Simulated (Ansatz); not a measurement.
The same redistribution along the group C, Ge, Sn.

Calculated with Ansatz (gas phase, PBE0-D4/def2-TZVP geometries, no zero-point term in ΔE). CCSD(T)/CBS adds triple-zeta CCSD(T) − MP2 to the extrapolated MP2 energy (def2 sets, frozen cores). Elements past krypton have def2 core potentials. For Br, Ga, Ge, Sn outer-core shells are correlated without core-valence functions, which leaves a few kJ/mol of doubt a bond. Scalar relativity is left out up to krypton. One conformer a species, not always the lowest.

(1) Order these by ΔE at CCSD(T)/CBS, lowest first. (An estimate is asked.)
A. `[F][SnH2][SH]` + `[OH][GaH][Br]` → `[F][SnH2][Br]` + `[OH][GaH][SH]`
B. `[F][GeH2][SH]` + `[OH][GaH][Br]` → `[F][GeH2][Br]` + `[OH][GaH][SH]`
C. `FCS` + `[OH][GaH][Br]` → `FCBr` + `[OH][GaH][SH]`

Largest T1 diagnostic: 0.014, for `[OH][GaH][SH]`.

## Answers

(1) A (+0.6 kJ/mol), B (+11.6 kJ/mol), C (+52.0 kJ/mol).
